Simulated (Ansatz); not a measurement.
Geometry optimisation, RKS PBE0/def2-SVP in Ansatz.

input.yaml

```yaml
crystal:
  periodic: [false, false, false]
  atoms:
    - { symbol: F, position_ang: [0.04473, -0.80154, 2.15161] }
    - { symbol: Al, position_ang: [0.25176, -0.36108, 0.56761] }
    - { symbol: Cl, position_ang: [1.90155, -0.99201, -0.41936] }
    - { symbol: Te, position_ang: [-1.52773, 1.07858, -0.45228] }
    - { symbol: H, position_ang: [-2.32486, 1.03234, 0.97758] }
basis:
  gaussian: { orbitals: def2-SVP }
hamiltonian:
  xc: pbe0
relax:
  f_tol: 0.015
  max_steps: 40
```

Run as:

```bash
$ ansatz run input.yaml --threads 1 --pin off --max-ram 2048MiB --backend cpu --events-out ev --progress --plain --runs-dir out
```

Task: Where does it end, and by what steps?

Result: It converged. After 5 steps the energy has fallen by 0.050 eV; F1 moved furthest, 0.05 Å.

```csv
step,energy less start (eV),largest force component (eV/Å),accepted
0,0.0000,1.103,yes
1,-0.0461,0.244,yes
2,-0.0476,0.079,yes
3,-0.0495,0.088,yes
4,-0.0497,0.022,yes
5,-0.0497,0.006,yes
```

```xyz
5
Properties=species:S:1:pos:R:3
F 0.073 -0.833 2.183
Al 0.232 -0.359 0.601
Cl 1.919 -0.988 -0.455
Te -1.515 1.072 -0.468
H -2.364 1.065 0.964
```

Whether the end is a true minimum wasn't checked by a vibrational analysis.

Run time: 22 s on 1 CPU thread of a shared host.
